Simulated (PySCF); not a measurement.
Ge⁺: excitation energy

Ge⁺ [Ar] 3d10 4s2 4p1 (2P) → Ge⁺ [Ar] 3d10 4s1 4p2 (4P), as a difference of total energies. Computed with PySCF 2.14 in aug-cc-pVTZ-PP with ECP10MDF (6s5p4d2f, 55 functions), with a scalar-relativistic core potential. Correlated levels: valence: 3s2 3p6 3d10 frozen. The calculations carry no spin-orbit coupling.

```
           method  excitation energy (cm⁻¹)  error (cm⁻¹)
              UHF                     39221        -12311
    MP2 (valence)                     45611         -5921
SCS-MP2 (valence)                     48033         -3498
   CCSD (valence)                     47775         -3756
CCSD(T) (valence)                     47933         -3598
```

Reference: 51531 cm⁻¹ (measured; NIST levels, between the centres of gravity of the two terms).

Errors of the correlated levels include the incompleteness of this basis and the frozen core.
